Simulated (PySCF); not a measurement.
Working out the excitation energy of Nb

Nb [Kr] 4d4 5s1 (6D) → Nb [Kr] 4d4 5p1 (high-spin determinant). Calculation: PySCF 2.14, in aug-cc-pVDZ-PP with ECP28MDF (5s5p4d2f, 54 functions); a scalar-relativistic core potential. Frozen: 4s2 4p6. Energies in hartree (1 hartree = 27.21139 eV):

| part | Nb (lower) | Nb (upper) |
| --- | --- | --- |
| UHF | -56.147420 | -56.049036 |
| CCSD correlation | -0.051952 | -0.046784 |
| (T) | -0.001031 | -0.002398 |

**Question.** What does Hartree-Fock give?

**Answer.** (-56.049036) − (-56.147420) = 0.098384 hartree = 2.677 eV.

**Question.** What do CCSD and CCSD(T) give?

**Answer.** The CCSD correlation energies differ by 0.005168 hartree = 0.141 eV and the triples by -0.001367 hartree = -0.037 eV, so CCSD gives 2.818 eV and CCSD(T) 2.781 eV.

One determinant mixes LS terms, so it does not stand for a single term.

A double-zeta basis recovers only part of the correlation energy.
